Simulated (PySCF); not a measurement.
A calculated (TPSS, PySCF 2.14, def2-QZVPPD, the non-relativistic Hamiltonian (point nucleus)) atom or ion has these occupied shells.

```json
{"shell": "1s α", "electrons": "1", "orbital energy (eV)": "-6395.7", "rms radius, mean of both spins (bohr)": "0.0712"}
{"shell": "1s β", "electrons": "1", "orbital energy (eV)": "-6395.6", "rms radius, mean of both spins (bohr)": "0.0712"}
{"shell": "2s α", "electrons": "1", "orbital energy (eV)": "-744.66", "rms radius, mean of both spins (bohr)": "0.306"}
{"shell": "2s β", "electrons": "1", "orbital energy (eV)": "-742.85", "rms radius, mean of both spins (bohr)": "0.306"}
{"shell": "2p α", "electrons": "3", "orbital energy (eV)": "-638.08", "rms radius, mean of both spins (bohr)": "0.275"}
{"shell": "2p β", "electrons": "3", "orbital energy (eV)": "-636.62", "rms radius, mean of both spins (bohr)": "0.275"}
{"shell": "3s α", "electrons": "1", "orbital energy (eV)": "-94.143", "rms radius, mean of both spins (bohr)": "0.915"}
{"shell": "3s β", "electrons": "1", "orbital energy (eV)": "-89.491", "rms radius, mean of both spins (bohr)": "0.915"}
{"shell": "3p α", "electrons": "3", "orbital energy (eV)": "-63.467", "rms radius, mean of both spins (bohr)": "0.973"}
{"shell": "3p β", "electrons": "3", "orbital energy (eV)": "-58.799", "rms radius, mean of both spins (bohr)": "0.973"}
{"shell": "3d α", "electrons": "4", "orbital energy (eV)": "-14.843", "rms radius, mean of both spins (bohr)": "1.22"}
{"shell": "4s α", "electrons": "1", "orbital energy (eV)": "-7.583", "rms radius, mean of both spins (bohr)": "3.10"}
{"shell": "4s β", "electrons": "1", "orbital energy (eV)": "-6.030", "rms radius, mean of both spins (bohr)": "3.10"}
{"shell": "4p α", "electrons": "1", "orbital energy (eV)": "-3.215", "rms radius, mean of both spins (bohr)": "3.90"}
```

(1) Name the element and its charge.

## Answers

(1) Mn (manganese, neutral), in [Ar] 3d4 4s2 4p1, one real determinant (an excited configuration).
